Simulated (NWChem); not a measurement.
The numbers come from NWChem runs, not from measurements. System: hydrogen selenide (H$_{2}$Se), charge 0, spin multiplicity 1, at a geometry optimised with PBE/def2-SVP. Level: M06-2X/def2-TZVP.

Input file:

```
start mol
memory heap 200 mb stack 900 mb global 1100 mb
geometry units angstroms nocenter noautoz
  Se     0.000000     0.000000    -0.057981
  H      1.053918     0.000000     0.985674
  H     -1.053918     0.000000     0.985674
  symmetry group C2v
end
basis spherical
  * library def2-tzvp
end
dft
  xc m06-2x
  semidirect memsize 60000000 filesize 0
  iterations 100
  grid fine
end
task dft energy
```

NWChem printed:

```
             Northwest Computational Chemistry Package (NWChem) 7.3.0
             --------------------------------------------------------

                                NWChem Input Module
                                -------------------

 Scaling coordinates for geometry "geometry" by  1.889725989
 (inverse scale =  0.529177249)

 Turning off AUTOSYM since
 SYMMETRY directive was detected!

                             Geometry "geometry" -> ""
                             -------------------------

 Output coordinates in angstroms (scale by  1.889725989 to convert to a.u.)

  No.       Tag          Charge          X              Y              Z
 ---- ---------------- ---------- -------------- -------------- --------------
    1 Se                  34.0000     0.00000000     0.00000000    -0.05798100
    2 H                    1.0000     1.05391800     0.00000000     0.98567400
    3 H                    1.0000    -1.05391800     0.00000000     0.98567400

 Effective nuclear repulsion energy (a.u.)      24.5117224838

            Nuclear Dipole moment (a.u.)
            ----------------------------
        X                 Y               Z
 ---------------- ---------------- ----------------
     0.0000000000     0.0000000000    -0.0000113384

      Symmetry information
      --------------------

 Group name             C2v
 Group number             16
 Group order               4
 No. of unique centers     2

      Symmetry unique atoms

     1    2


 Summary of "ao basis" -> "" (spherical)
 ------------------------------------------------------------------------------
       Tag                 Description            Shells   Functions and Types
 ---------------- ------------------------------  ------  ---------------------
 *                         def2-tzvp                  on all atoms

                                 NWChem DFT Module
                                 -----------------

 Summary of "ao basis" -> "ao basis" (spherical)
 ------------------------------------------------------------------------------
       Tag                 Description            Shells   Functions and Types
[...]
    50      0.161952  2 H  s                 56      0.161952  3 H  s
     4      0.153301  1 Se s                  3      0.101268  1 Se s

 Vector   18  Occ=2.000000D+00  E=-3.025451D-01  Symmetry=b2
              MO Center= -1.3D-15, -1.9D-15, -4.0D-03, r^2= 1.8D+00
   Bfn.  Coefficient  Atom+Function         Bfn.  Coefficient  Atom+Function
  ----- ------------  ---------------      ----- ------------  ---------------
    17      0.519562  1 Se py                20      0.365546  1 Se py
    11     -0.321757  1 Se py                14      0.277190  1 Se py
     8      0.097961  1 Se py                38      0.033498  1 Se d -1

 Vector   19  Occ=0.000000D+00  E= 3.096736D-02  Symmetry=b1
              MO Center=  1.7D-14, -1.1D-15,  2.1D-01, r^2= 3.6D+00
   Bfn.  Coefficient  Atom+Function         Bfn.  Coefficient  Atom+Function
  ----- ------------  ---------------      ----- ------------  ---------------
    19      1.029865  1 Se px                51     -0.968822  2 H  s
    57      0.968822  3 H  s                 16      0.307594  1 Se px
    10     -0.194151  1 Se px                50     -0.186306  2 H  s
    56      0.186306  3 H  s                 13      0.178849  1 Se px
    35      0.101169  1 Se d  1              49     -0.101019  2 H  s

 Vector   20  Occ=0.000000D+00  E= 4.829423D-02  Symmetry=a1
              MO Center=  3.1D-14, -1.3D-16,  5.0D-01, r^2= 4.8D+00
   Bfn.  Coefficient  Atom+Function         Bfn.  Coefficient  Atom+Function
  ----- ------------  ---------------      ----- ------------  ---------------
     6      1.274545  1 Se s                 51     -1.081379  2 H  s
    57     -1.081379  3 H  s                 21      0.871743  1 Se pz
    18      0.251300  1 Se pz                 5      0.156466  1 Se s
     4     -0.147896  1 Se s                 12     -0.139232  1 Se pz
    15      0.125911  1 Se pz                 3     -0.119887  1 Se s

 Vector   21  Occ=0.000000D+00  E= 2.081789D-01  Symmetry=b1
              MO Center= -5.5D-14, -1.2D-14,  4.7D-01, r^2= 5.6D+00
   Bfn.  Coefficient  Atom+Function         Bfn.  Coefficient  Atom+Function
  ----- ------------  ---------------      ----- ------------  ---------------
    51     -0.852860  2 H  s                 57      0.852860  3 H  s
    16      0.785688  1 Se px                19     -0.711108  1 Se px
    50      0.376379  2 H  s                 56     -0.376379  3 H  s
    40     -0.201008  1 Se d  1              10     -0.131852  1 Se px
    25      0.058483  1 Se d  1               7      0.040481  1 Se px

 center of mass
 --------------
 x =   0.00000000 y =   0.00000000 z =  -0.06045026

 moments of inertia (a.u.)
 ------------------
           7.644933205458           0.000000000000           0.000000000000
           0.000000000000          15.640079932242           0.000000000000
           0.000000000000           0.000000000000           7.995146726783

     Multipole analysis of the density
     ---------------------------------

     L   x y z        total         alpha         beta         nuclear
     -   - - -        -----         -----         ----         -------
     0   0 0 0     -0.000000    -18.000000    -18.000000     36.000000

     1   1 0 0      0.000000      0.000000      0.000000      0.000000
     1   0 1 0     -0.000000     -0.000000     -0.000000      0.000000
     1   0 0 1      0.310654      0.155333      0.155333     -0.000011

     2   2 0 0    -13.079458    -10.506264    -10.506264      7.933070
     2   1 1 0      0.000000      0.000000      0.000000      0.000000
     2   1 0 1     -0.000000     -0.000000     -0.000000      0.000000
     2   0 2 0    -16.760037     -8.380019     -8.380019      0.000000
     2   0 1 1      0.000000      0.000000      0.000000      0.000000
     2   0 0 2    -13.885321    -10.616228    -10.616228      7.347135

 Task  times  cpu:        2.7s     wall:        2.7s

 Total times  cpu:        2.8s     wall:        2.8s
```
